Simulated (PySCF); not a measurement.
PySCF job for CHO, SMILES C#[O+], charge +1, r2SCAN-D4/def2-TZVPD. Coordinates come from a r2SCAN-D4/def2-TZVPD optimisation.

```python
import numpy as np
from pyscf import gto, scf, dft, df
from pyscf.hessian import thermo

mol = gto.M(
    atom='''
    C     0.00000000    0.00000000    0.51566610
    O     0.00000000    0.00000000   -0.58832823
    H     0.00000000    0.00000000    1.61262917
    ''',
    basis='def2-TZVPD',
    charge=1,
    spin=0,
    max_memory=1600,
    verbose=3,
)
mf = dft.RKS(mol, xc='r2scan').density_fit(auxbasis='def2-universal-jkfit')
mf.disp = 'd4'
mf.grids.level = 4
mf.conv_tol = 1e-11
mf.max_cycle = 100
mf.kernel()

# [left out here: the lines that compute and print the analytic Hessian (its translational invariance restored by hand, since the grid's response is missing), thermochemistry and intensities]
```

It prints:

```
converged SCF energy = -113.534854908836

WARN: MGGA Hessian is sensitive to dft grids. grids.level 4 may not be dense enough.


WARN: DFTD4 does not support analytical Hessian, using finite difference.


WARN: Mole.unit (angstrom) is changed to Bohr

Mode                                 0                   1                   2
Irrep
Freq [cm^-1]                      863.4267            863.4267           2248.4203
Reduced mass [au]                   1.3634              1.3634              3.8667
Force const [Dyne/A]                0.5989              0.5989             11.5170
Char temp [K]                    1242.2788           1242.2788           3234.9762
Normal mode                   x     y     z       x     y     z       x     y     z
       0   C                 0.14  0.00  0.00   -0.00  0.14 -0.00   -0.00 -0.00 -0.18
       1   O                -0.05 -0.00  0.00    0.00 -0.05  0.00    0.00  0.00  0.16
       2   H                -0.84 -0.02 -0.00    0.02 -0.84 -0.00    0.00  0.00 -0.45
Mode                                 3
Irrep
Freq [cm^-1]                     3214.7469
Reduced mass [au]                   1.2890
Force const [Dyne/A]                7.8484
Char temp [K]                    4625.3050
Normal mode                   x     y     z
       0   C                -0.00 -0.00  0.13
       1   O                 0.00  0.00 -0.04
       2   H                 0.00  0.00 -0.87
temperature 298.1500 [K]
pressure 101325.00 [Pa]
Rotational constants [GHz] inf 44.86087 44.86087
Symmetry number 1
Zero-point energy (ZPE) 0.01638 [Eh]   43005.873 [J/mol]
                           tot       elec      trans        rot        vib
Entropy [J/mol/K]       201.413      0.000    150.749     49.311      1.353
Cv [J/mol/K]             25.424      0.000     12.472      8.314      4.637
Cp [J/mol/K]             33.738      0.000     20.786      8.314      4.637
Internal energy [J/mol]                      3718.434   2478.956  43331.735
Internal energy [Eh]   -113.51599  -113.53485
Enthalpy [J/mol]                             6197.391   2478.956  43331.735
Enthalpy [Eh]          -113.51505
Gibbs free energy [J/mol]                  -38748.552 -12223.094  42928.353
Gibbs free energy [Eh] -113.53792
mode   freq/cm-1   IR/(km/mol)
   1      863.43        17.683
   2      863.43        17.683
   3     2248.42       110.743
   4     3214.75       211.037
max |gradient| / (hartree/bohr): 0.00020414707303080618
APT charges: [0.5908 0.0308 0.3795]
```

The calculation finished and met its thresholds.
